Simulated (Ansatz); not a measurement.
AlBFH₃O₂, SMILES `B[O][Al]([OH])[F]`, 8 atoms. The species carries charge 0 and has multiplicity 1. All runs use 2 threads of an Arm Neoverse V1 on a shared host. Correlated methods freeze the cores.

Q: How many basis functions does each run have, and how long does it take in Ansatz? RKS PBE-QIDH (frozen core)/def2-TZVPP energy; RKS PBE0-D4/def2-TZVP relaxation (6 steps); RKS PBE0-D4/def2-TZVPP energy; RKS PBE0-D4/def2-QZVPP energy; RKS PBE0-D4/def2-TZVP frequencies; RKS ωB97M-V/def2-SVP energy; RHF-CCSD(T)/def2-TZVPP energy; RHF-CCSD(T)/def2-SVP energy; RKS ωB97M-V/def2-QZVPP energy; RKS PBE0-D4/def2-SVP energy; RKS r2SCANh-D4/def2-TZVPP energy; direct RPA on PBE orbitals/def2-TZVPP energy. (Estimate.)

A: Computed: Other jobs shared the machine, so times are rough.

```csv
level,job,functions,wall time,peak host memory (GiB)
RKS PBE0-D4/def2-SVP,energy,89,1.1 s,0.42
RKS PBE0-D4/def2-TZVPP,energy,208,3.4 s,0.39
RHF-CCSD(T)/def2-SVP,energy,89,4.2 s,0.42
RKS ωB97M-V/def2-SVP,energy,89,5.5 s,0.42
RKS PBE-QIDH (frozen core)/def2-TZVPP,energy,208,6.5 s,0.44
RKS r2SCANh-D4/def2-TZVPP,energy,208,6.5 s,0.45
direct RPA on PBE orbitals/def2-TZVPP,energy,208,8.5 s,0.42
RKS PBE0-D4/def2-QZVPP,energy,388,9 s,1
RKS ωB97M-V/def2-QZVPP,energy,388,23 s,1.2
RKS PBE0-D4/def2-TZVP,relaxation (6 steps),179,27 s,0.37
RHF-CCSD(T)/def2-TZVPP,energy,208,120 s,2.9
RKS PBE0-D4/def2-TZVP,frequencies,179,2.1 min,0.42
```
